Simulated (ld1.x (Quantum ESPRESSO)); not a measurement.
Reading a pseudo-wave (boron)

Columns: radius, all-electron u(r) and pseudo u(r) of the 2s shell (level -9.69 eV) of boron in the configuration [He] 2s1.5 2p1.5; PBE, scalar-relativistic, PAW scheme, ld1.x (Quantum ESPRESSO) 7.5.

```json
{"r (bohr)": "0.175", "all-electron": "0.3075", "pseudo": "-0.1417"}
{"r (bohr)": "0.350", "all-electron": "0.1559", "pseudo": "-0.2773"}
{"r (bohr)": "0.525", "all-electron": "-0.0931", "pseudo": "-0.4012"}
{"r (bohr)": "0.700", "all-electron": "-0.3223", "pseudo": "-0.5090"}
{"r (bohr)": "0.875", "all-electron": "-0.4996", "pseudo": "-0.5974"}
{"r (bohr)": "1.050", "all-electron": "-0.6231", "pseudo": "-0.6648"}
{"r (bohr)": "1.225", "all-electron": "-0.6978", "pseudo": "-0.7104"}
{"r (bohr)": "1.400", "all-electron": "-0.7324", "pseudo": "-0.7342"}
{"r (bohr)": "1.575", "all-electron": "-0.7366", "pseudo": "-0.7366"}
{"r (bohr)": "1.750", "all-electron": "-0.7187", "pseudo": "-0.7187"}
{"r (bohr)": "1.925", "all-electron": "-0.6860", "pseudo": "-0.6860"}
{"r (bohr)": "2.100", "all-electron": "-0.6440", "pseudo": "-0.6440"}
{"r (bohr)": "2.275", "all-electron": "-0.5967", "pseudo": "-0.5967"}
{"r (bohr)": "2.450", "all-electron": "-0.5472", "pseudo": "-0.5472"}
{"r (bohr)": "2.625", "all-electron": "-0.4977", "pseudo": "-0.4977"}
{"r (bohr)": "2.800", "all-electron": "-0.4497", "pseudo": "-0.4497"}
{"r (bohr)": "2.975", "all-electron": "-0.4041", "pseudo": "-0.4041"}
{"r (bohr)": "3.150", "all-electron": "-0.3615", "pseudo": "-0.3615"}
{"r (bohr)": "3.325", "all-electron": "-0.3221", "pseudo": "-0.3221"}
{"r (bohr)": "3.500", "all-electron": "-0.2861", "pseudo": "-0.2861"}
{"r (bohr)": "3.675", "all-electron": "-0.2535", "pseudo": "-0.2535"}
{"r (bohr)": "3.850", "all-electron": "-0.2241", "pseudo": "-0.2241"}
{"r (bohr)": "4.025", "all-electron": "-0.1977", "pseudo": "-0.1977"}
{"r (bohr)": "4.200", "all-electron": "-0.1742", "pseudo": "-0.1742"}
{"r (bohr)": "4.375", "all-electron": "-0.1532", "pseudo": "-0.1532"}
{"r (bohr)": "4.550", "all-electron": "-0.1345", "pseudo": "-0.1345"}
```

(1) How many radial nodes do the two functions have?

(2) At about which radius was the pseudo-wave matched?

(3) Is the pseudo-wave norm-conserving?

Answers

(1) The all-electron 2s function has n − l − 1 = 1; the pseudo-wave has 0, since the states of the same l below it are removed with the core.

(2) 1.60 bohr, where the columns begin to agree (steps of 0.17 bohr).

(3) No, it belongs to a PAW set: the norm inside the radius is not constrained, and the difference is carried by the augmentation charge.
